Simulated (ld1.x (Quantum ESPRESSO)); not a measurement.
## Which setting gave this result? (neodymium (Nd), RRKJ)

Base potential:

Nd, norm-conserving RRKJ (Kleinman–Bylander form), made with ld1.x (Quantum ESPRESSO) 7.5 (LDA (PZ), scalar-relativistic). Core [Kr] 4d10, reference 4f4 5s2 5p6 5d0 6s0 6p0 (charge +2). Waves: 5s (bound): rc 1.60 bohr; 5p (bound): rc 2.50 bohr; 5d (bound, empty): rc 2.85 bohr; 4f (bound): rc 1.10 bohr. Local part: all-electron potential smoothed inside 1.70 bohr (lloc = -1). Core correction: Bessel-smoothed model core inside 1.00 bohr. rho0 = 0.02.

Cutoffs, loose and tight: the cutoffs (Ry, on a coarse ladder) from which the occupation-weighted sum of valence levels, in a spherical-Bessel basis at the reference potential, stays within 10 and 1 mRy of its value at 400 Ry. They do not see the model core or the augmentation charge, which bear on the density cutoff. Test errors are all-electron minus pseudo excitation energies from the reference, over the configurations 4f4 5s2 5p6 5d0 6s2 6p0; 4f4 5s2 5p6 5d0 6s1 6p0; 4f3 5s2 5p6 5d0 6s0 6p0; 4f4 5s2 5p6 5d0 6s0 6p2; 4f4 5s2 5p6 5d0 6s1 6p1; 4f3 5s2 5p6 5d0 6s2 6p0; 4f4 5s1 5p6 5d0 6s2 6p0 (two spin-polarised tests are not counted in the largest error); variants that change the core or the reference have their own tests.

Only the f radius is moved (1 further runs of the sweep failed or gave no value and are left out):

```csv
f radius (bohr),"cutoff, loose","cutoff, tight",bound ghosts,largest test error (meV)
0.88,260 Ry,over 300 Ry,none,+1168
1.02,200 Ry,260 Ry,none,+1184
1.34,120 Ry,180 Ry,none,+1254
1.52,100 Ry,140 Ry,none,+1337
1.64,80 Ry,120 Ry,none,+1392
```

**Question.** One more run gave cutoff, loose: 160 Ry; cutoff, tight: 230 Ry; bound ghosts: none; largest test error (meV): +1210. Which value of the f radius was used?

**Answer.** 1.18 bohr. The loose cutoff moves one way along this sweep, from 260 Ry at 0.88 to 80 Ry at 1.64 bohr, which places the run between 1.02 and 1.34 bohr.
